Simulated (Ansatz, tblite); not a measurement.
Removing and adding an electron: Ag₂Se (the lowest singlet isomer of a short search). Total charge 0; singlet. Geometry: r2SCAN-D4/def2-TZVP. Ansatz, gas phase; energy differences of separate SCF runs; the oxidised species was run as a doublet alone; the reduced species was run as a doublet alone.

```xyz
3

Ag   -0.3920    0.3255   -1.4959
Ag    1.2735    0.3562    0.8652
Se   -0.8815   -0.6817    0.6307
```

In the def2 sets Ag takes a core potential; there is no spin–orbit coupling. The xTB rows come from tblite. The structure comes from a short search, and lower isomers may exist.

**Question.** Estimate orbital energies and vertical ionisation energies and electron affinities at: GFN1-xTB; GFN2-xTB; PBE-D4/def2-TZVP; PBE-D4/def2-TZVPD; r2SCAN-D4/def2-TZVP; r2SCAN-D4/def2-TZVPD; PBE0-D4/def2-TZVP; PBE0-D4/def2-TZVPD.

**Answer.** 
```json
{"level": "GFN1-xTB", "−HOMO (eV)": "9.33", "vertical IE (eV)": "13.07", "−LUMO (eV)": "7.20", "vertical EA (eV)": "3.53", "HOMO–LUMO gap (eV)": "2.13", "IE − EA (eV)": "9.54", "remarks": "–"}
{"level": "GFN2-xTB", "−HOMO (eV)": "10.02", "vertical IE (eV)": "13.03", "−LUMO (eV)": "7.22", "vertical EA (eV)": "5.29", "HOMO–LUMO gap (eV)": "2.80", "IE − EA (eV)": "7.74", "remarks": "–"}
{"level": "PBE-D4/def2-TZVP", "−HOMO (eV)": "4.83", "vertical IE (eV)": "7.63", "−LUMO (eV)": "3.49", "vertical EA (eV)": "–", "HOMO–LUMO gap (eV)": "1.34", "IE − EA (eV)": "–", "remarks": "–"}
{"level": "PBE-D4/def2-TZVPD", "−HOMO (eV)": "4.86", "vertical IE (eV)": "–", "−LUMO (eV)": "3.51", "vertical EA (eV)": "1.39", "HOMO–LUMO gap (eV)": "1.35", "IE − EA (eV)": "–", "remarks": "HOMO above zero (-1 doublet)"}
{"level": "r2SCAN-D4/def2-TZVP", "−HOMO (eV)": "4.92", "vertical IE (eV)": "7.52", "−LUMO (eV)": "3.27", "vertical EA (eV)": "–", "HOMO–LUMO gap (eV)": "1.65", "IE − EA (eV)": "–", "remarks": "–"}
{"level": "r2SCAN-D4/def2-TZVPD", "−HOMO (eV)": "4.94", "vertical IE (eV)": "–", "−LUMO (eV)": "3.29", "vertical EA (eV)": "1.38", "HOMO–LUMO gap (eV)": "1.65", "IE − EA (eV)": "–", "remarks": "HOMO above zero (-1 doublet)"}
{"level": "PBE0-D4/def2-TZVP", "−HOMO (eV)": "5.66", "vertical IE (eV)": "7.43", "−LUMO (eV)": "2.67", "vertical EA (eV)": "–", "HOMO–LUMO gap (eV)": "3.00", "IE − EA (eV)": "–", "remarks": "–"}
{"level": "PBE0-D4/def2-TZVPD", "−HOMO (eV)": "5.69", "vertical IE (eV)": "–", "−LUMO (eV)": "2.69", "vertical EA (eV)": "1.25", "HOMO–LUMO gap (eV)": "3.00", "IE − EA (eV)": "–", "remarks": "HOMO above zero (-1 doublet)"}
```

   A HOMO above zero means that the electron is unbound at that level or that self-interaction error raises the level; the energy of removing that electron tells which. Raw xTB energy differences between charge states are shifted by several eV; the methods need an empirical correction for them.
